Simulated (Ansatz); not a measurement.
Calculation: frozen-core CCSD(T)/def2-TZVPP // PBE0-D4/def2-TZVP (Ansatz, a quantum-chemistry and plane-wave program).

Ansatz 0.2 input:
```yaml
crystal:
  periodic: [false, false, false]
  atoms:
    - { symbol: O, position_ang: [0.968172, 1.386598, 0.372988] }
    - { symbol: C, position_ang: [0.529905, 0.339612, -0.024289] }
    - { symbol: O, position_ang: [1.313567, -0.7118, -0.328427] }
    - { symbol: Si, position_ang: [-1.321078, 0.026063, -0.355646] }
    - { symbol: H, position_ang: [2.230829, -0.44005, -0.162183] }
    - { symbol: H, position_ang: [-2.127053, 1.014034, 0.396863] }
    - { symbol: H, position_ang: [-1.729395, -1.381583, -0.126481] }
basis:
  gaussian: { orbitals: def2-TZVPP }
correlation:
  method: ccsd_t
magnetization:
  spin_polarized: true
  initial_magnetization: 1
```

Output:

```
Functional definition: HF
1087 factors; integrals over basis functions are off by at most 8.2e-4 eV
mean field evaluation 1: about -13011.6874 eV, gradient 3.0e1 eV
mean field evaluation 2: about -13011.6914 eV, gradient 3.0e1 eV
mean field evaluation 4: about -13015.8663 eV, gradient 3.7e0 eV
mean field evaluation 8: about -13016.0645 eV, gradient 3.5e-1 eV
mean field evaluation 16: about -13011.6889 eV, gradient 3.0e1 eV
mean field evaluation 32: about -13012.0336 eV, gradient 4.3e0 eV
mean field -13016.06767711 eV, -478.3316645263 hartree, gradient 2.0e-6 eV, S^2 0.762071; 0 other end points of the search recorded, 0 dependent functions left out
8 core orbitals not correlated
reference -13016.06767711 eV, -478.3316645263 hartree; 12, 11 occupied and 157, 158 virtual orbitals, 1087 factors
second order -19.66022184 eV of doubles, -0.00000000 eV of singles
cycle   1  -19.50486013 eV  change    1.6e-1 eV  update   1.2e-1
cycle   2  -20.07473480 eV  change   -5.7e-1 eV  update   4.0e-2
cycle   3  -20.23529747 eV  change   -1.6e-1 eV  update   2.2e-2
cycle   4  -20.22398284 eV  change    1.1e-2 eV  update   6.9e-3
cycle   5  -20.22109007 eV  change    2.9e-3 eV  update   3.5e-3
cycle   6  -20.22240740 eV  change   -1.3e-3 eV  update   1.4e-3
cycle   7  -20.22225324 eV  change    1.5e-4 eV  update   8.1e-4
cycle   8  -20.22230462 eV  change   -5.1e-5 eV  update   3.4e-4
cycle   9  -20.22248018 eV  change   -1.8e-4 eV  update   2.0e-4
cycle  10  -20.22240287 eV  change    7.7e-5 eV  update   9.3e-5
cycle  11  -20.22241384 eV  change   -1.1e-5 eV  update   5.7e-5
cycle  12  -20.22243388 eV  change   -2.0e-5 eV  update   2.6e-5
cycle  13  -20.22244227 eV  change   -8.4e-6 eV  update   1.2e-5
perturbative correction -0.85902391 eV, -0.0315685464 hartree
Total energy: -13037.14914329 eV, -479.1063941187 hartree
```

Cost: roughly 5 core-minutes.
